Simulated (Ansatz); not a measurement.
Start from `N[SiH]([SiH3])CCl` and change one atom or group to get `[SiH3][SiH2]CCl`.

Ansatz, PBE0-D4/def2-TZVP geometries, multiplicity 1. Each molecule was computed in one conformer, which needn't be the lowest.

```csv
property,`N[SiH]([SiH3])CCl`
HOMO–LUMO gap (PBE/def2-TZVPP) / eV,4.88
LUMO energy (B3LYP/def2-TZVPP) / eV,-0.43
LUMO energy (PBE/def2-TZVPP) / eV,-1.06
LUMO energy (ωB97M-V/def2-TZVPP) / eV,1.43
size of the dipole moment (B3LYP/def2-TZVPP) / D,3.00
HOMO–LUMO gap (PBE0/def2-TZVPP) / eV,7.05
```

Task: Give the same properties after the change, and the shifts. (Estimate.)

Result: Ansatz gave: 
```json
{"property": "HOMO–LUMO gap (PBE/def2-TZVPP) / eV", "`[SiH3][SiH2]CCl`": "5.30", "shift": "0.42"}
{"property": "LUMO energy (B3LYP/def2-TZVPP) / eV", "`[SiH3][SiH2]CCl`": "-0.65", "shift": "-0.22"}
{"property": "LUMO energy (PBE/def2-TZVPP) / eV", "`[SiH3][SiH2]CCl`": "-1.35", "shift": "-0.29"}
{"property": "LUMO energy (ωB97M-V/def2-TZVPP) / eV", "`[SiH3][SiH2]CCl`": "1.33", "shift": "-0.10"}
{"property": "size of the dipole moment (B3LYP/def2-TZVPP) / D", "`[SiH3][SiH2]CCl`": "1.56", "shift": "-1.44"}
{"property": "HOMO–LUMO gap (PBE0/def2-TZVPP) / eV", "`[SiH3][SiH2]CCl`": "7.43", "shift": "0.38"}
```

With PBE0 the HOMO falls by 0.64 eV and the LUMO falls by 0.26 eV, so the gap widens by about 0.38 eV. PBE moves the HOMO by -0.71 eV and ωB97M-V by -0.53 eV. Dipoles are sizes alone; their direction can turn.

B3LYP here is the variant with VWN-RPA as its local correlation; programs differ in this.
